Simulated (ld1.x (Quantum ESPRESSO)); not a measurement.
# u(r) = r·R(r): atom against pseudo-atom (lithium (Li))

Columns: radius, all-electron u(r) and pseudo u(r) of the 2s shell (level -2.87 eV) of lithium in the configuration 1s2 2s1 2p0; PBE, scalar-relativistic, PAW scheme, ld1.x (Quantum ESPRESSO) 7.5.

```tsv
r (bohr)	all-electron	pseudo
0.242	0.1849	0.2034
0.485	0.1517	0.2004
0.728	0.0501	0.0632
0.970	-0.0642	-0.0641
1.212	-0.1711	-0.1711
1.455	-0.2634	-0.2634
1.698	-0.3385	-0.3385
1.940	-0.3986	-0.3986
2.182	-0.4460	-0.4460
2.425	-0.4807	-0.4807
2.668	-0.5036	-0.5036
2.910	-0.5159	-0.5159
3.152	-0.5193	-0.5193
3.395	-0.5151	-0.5151
3.637	-0.5047	-0.5047
3.880	-0.4893	-0.4893
4.122	-0.4702	-0.4702
4.365	-0.4482	-0.4482
4.608	-0.4245	-0.4245
4.850	-0.3999	-0.3999
5.092	-0.3749	-0.3749
5.335	-0.3500	-0.3500
5.578	-0.3256	-0.3256
5.820	-0.3021	-0.3021
6.062	-0.2795	-0.2795
6.305	-0.2580	-0.2580
```

(1) How many radial nodes do the two functions have?

(2) At about which radius was the pseudo-wave matched?

(3) Is the pseudo-wave norm-conserving?

Answers

(1) The all-electron 2s function has n − l − 1 = 1; the pseudo-wave has 1, since 1 lower shell of the same l stays in the valence.

(2) 1.05 bohr, where the columns begin to agree (steps of 0.24 bohr).

(3) No, it belongs to a PAW set: the norm inside the radius is not constrained, and the difference is carried by the augmentation charge.
